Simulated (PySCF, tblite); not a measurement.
A set of runs on `[N]=CC1C[SiH2]C1` [radical]; the geometry of each is named by its level. Settings lines and outputs come from a driver script.

C4H8NSi (doublet state).
Bonds: N1–C2 (double), C2–C3, C3–C4, C4–Si5, Si5–C6, C3–C6. Hydrogens: H7 on C2; H8 on C3; H9, H10 on C4; H11, H12 on Si5; H13, H14 on C6.

Step 1: GFN2-xTB geometry optimisation, gas phase (tblite 0.8.0) (from a force-field or distance-geometry start)
```json
{"job": {"kind": "relax", "xc": "GFN2-xTB", "basis": "xTB"}, "charge": 0, "multiplicity": 2}
```
```
step      E/eV     max force
  0    -465.32265    9.128
  1    -466.67079    1.930
  2    -466.74491    1.095
...
102    -467.00712    0.017
103    -467.00715    0.016
104    -467.00717    0.012
105    -467.00718    0.015
106    -467.00721    0.009
```

Energy lowered by 38.8 kcal/mol over 106 steps; largest atomic force 0.009 eV/Å at the end. «max force» is the largest atomic force in eV/Å.

The run took 0.51 s on one thread, Arm Neoverse V2 (aarch64) (shared host).

Step 2: GFN2-xTB harmonic vibrations, gas phase (tblite 0.8.0) (on the GFN2-xTB geometry)
```json
{"job": {"kind": "ir", "xc": "GFN2-xTB", "basis": "xTB"}, "charge": 0, "multiplicity": 2}
```
```
(table of modes left out)
```

36 modes from 62 to 3024 cm⁻¹ (unscaled, harmonic); zero-point energy 65.7 kcal/mol; all wavenumbers are real at this level.

Hardware: Arm Neoverse V2, one thread, on a shared host. Cost: 0.32 s of wall time.

Step 3: UKS B3LYP, pcH-1 on C H N Si, non-relativistic, mean-field spin-orbit, GIAO (PySCF 2.14.0) (on the GFN2-xTB geometry)
```json
{"job": {"kind": "epr", "basis": "pcH-1"}, "charge": 0, "multiplicity": 2}
```
```
...
E = -501.42293487 Eh   <S^2> = 0.7582 (exact 0.7500)
g shifts (ppm)      1          2          3
  rmc          -210       -210       -210
  gc             50         -2         -7
  oz_so        -492         86       2565
  total        -652       -126       2348
hyperfine (MHz)  atom isotope    a_iso     a_fc   dipolar eigenvalues
    0   14N      21.50      21.55    -45.42    -35.72     81.14
    1   13C     -65.87     -65.87    -16.63     -0.59     17.22
    2   13C      99.25      99.28    -11.95    -11.12     23.07
    3   13C      -4.98      -4.98     -1.18     -1.02      2.20
    4  29Si     -15.13     -15.13     -1.21      0.55      0.66
    5   13C      -4.91      -4.91     -1.20     -1.04      2.23
    6    1H     230.73     230.73     -5.21     -3.27      8.48
    7    1H      -9.11      -9.11     -8.60     -1.89     10.49
    8    1H       1.87       1.87     -1.93     -1.30      3.24
    9    1H      -0.24      -0.25     -1.70     -0.99      2.69
   10    1H       6.12       6.12     -0.61     -0.41      1.02
   11    1H       1.54       1.55     -0.59     -0.47      1.06
   12    1H      -0.26      -0.26     -1.70     -0.99      2.69
   13    1H       1.78       1.78     -1.96     -1.29      3.24
```

⟨S²⟩ 0.758; g_iso 2.0028. rmc, gc and oz_so are the mass-correction, gauge-correction and orbital-Zeeman/spin–orbit parts of the g shift along its three principal axes; a_iso is the isotropic hyperfine coupling and a_fc its Fermi-contact part. The log counts atoms from 0, this text from 1.

Time: 60 s of wall time (with the writing of density and orbital grids); peak memory 0.87 GiB. Hardware: one thread of an Arm Neoverse V2 (shared host).

Geometry of the electronic-property runs (GFN2-xTB):
```
atom  x, y, z in Å
N1    -3.0139   -0.3351   -0.2770
C2    -1.8700   -0.0618   -0.5930
C3    -0.6567   -0.1968    0.3120
C4     0.4386   -1.1055   -0.2784
Si5    1.7756    0.1774    0.2059
C6     0.1284    1.1197    0.4671
H7    -1.5950    0.3196   -1.5865
H8    -0.9960   -0.5688    1.2797
H9     0.3282   -1.2314   -1.3549
H10    0.4615   -2.0998    0.1600
H11    2.6457    0.6562   -0.8660
H12    2.5082   -0.1278    1.4314
H13   -0.0579    1.6288    1.4092
H14   -0.0976    1.8250   -0.3318
```

 (This holds for the electronic-property runs.)

One conformer stands for the species.
